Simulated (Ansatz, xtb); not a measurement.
**Two isomers of C3H10AlClO**

Structure X is `CC[OH+][Al@@H-]([CH3])[Cl]`, a singlet and structure Y is `C[CH](C)[Al@H-]([OH2+])[Cl]`, a singlet. Both are isolated molecules in the gas phase, relaxed with PBE0-D4/def2-SVP; the shapes shown needn't be the lowest conformers.

X (Å):

```xyz
16

C     1.5643   -2.7666   -0.0889
C     1.2596   -1.6473    0.8731
C    -0.2859    1.8170    0.8102
Al   -0.8926    0.2426   -0.1778
Cl    0.1239   -0.0554   -2.0663
O    -0.1298   -1.2719    0.8365
H     1.3142   -2.4632   -1.1155
H     1.0036   -3.6814    0.1654
H     2.6350   -3.0148   -0.0447
H     1.5107   -1.9067    1.9138
H     1.8063   -0.7316    0.6089
H    -0.7093   -2.0423    0.9049
H    -2.3957   -0.2949   -0.1453
H    -0.6293    2.7435    0.3197
H     0.8140    1.8819    0.8645
H    -0.6748    1.8344    1.8423
```

Y (Å):

```yaml
atoms:
  - { symbol: C, position_ang: [0.1859, 1.2666, -0.6574] }
  - { symbol: C, position_ang: [0.8063, 0.0743, -1.3876] }
  - { symbol: C, position_ang: [0.9902, 0.3613, -2.8791] }
  - { symbol: Al, position_ang: [-0.2287, -1.5696, -1.0810] }
  - { symbol: Cl, position_ang: [0.8318, -3.4358, -1.4245] }
  - { symbol: O, position_ang: [-0.1493, -1.8838, 0.9108] }
  - { symbol: H, position_ang: [0.1131, 1.0986, 0.4305] }
  - { symbol: H, position_ang: [0.7762, 2.1903, -0.8012] }
  - { symbol: H, position_ang: [-0.8331, 1.4842, -1.0229] }
  - { symbol: H, position_ang: [1.8072, -0.1143, -0.9526] }
  - { symbol: H, position_ang: [1.4929, -0.4686, -3.4020] }
  - { symbol: H, position_ang: [1.5964, 1.2700, -3.0506] }
  - { symbol: H, position_ang: [0.0231, 0.5284, -3.3851] }
  - { symbol: H, position_ang: [-1.8100, -1.6592, -1.2823] }
  - { symbol: H, position_ang: [-1.0084, -2.0069, 1.3376] }
  - { symbol: H, position_ang: [0.3232, -2.7325, 0.9735] }
```

Estimate E(Y) − E(X) at the level CCSD(T)/def2-SVP + ΔMP2/def2-TZVPP.

CCSD(T)/def2-SVP + ΔMP2/def2-TZVPP gives E(Y) − E(X) = −0.84 kcal/mol, slightly favouring structure Y, which is too small a margin to settle the true order.

Level by level:

| level | geometry | E(Y) − E(X) (kcal/mol) | departure from the last row (kcal/mol) | job, with rough time for the two |
| --- | --- | --- | --- | --- |
| PBE0-D4/def2-SVP | PBE0-D4/def2-SVP | +0.33 | +1.17 | optimisation, 2.4 min |
| HF/def2-SVP | PBE0-D4/def2-SVP | +4.42 | +5.26 | part of the CCSD(T) run |
| MP2/def2-SVP | PBE0-D4/def2-SVP | −1.65 | −0.81 | part of the CCSD(T) run |
| CCSD(T)/def2-SVP | PBE0-D4/def2-SVP | −0.22 | +0.63 | single point |
| CCSD(T)/def2-SVP + ΔMP2/def2-TZVPP | PBE0-D4/def2-SVP | −0.84 |  | single point, 95 s |

As drawn, Y has 1 C–C, 1 O–H in place of 1 C–O, 1 C–H.

The largest departure from CCSD(T)/def2-SVP + ΔMP2/def2-TZVPP is that of HF/def2-SVP, 5.26 kcal/mol. Levels run at GFN2-xTB geometries aren't shown. The last row adds to CCSD(T) the change of the MP2 difference between the two basis sets, here −0.63 kcal/mol.

With thermal terms from frequencies at re-optimised GFN2-xTB minima (ideal gas, soft modes damped towards free rotors, one conformer each, 298.15 K, 1 atm): the zero-point term adds −0.20 kcal/mol; ΔH is −0.95 and ΔG −0.66 kcal/mol.

The correlated steps freeze 14 core orbitals. Programs: Ansatz 0.2.0, xtb 6.7.1; the last row on 2 threads of Arm Neoverse V2 on a shared host.
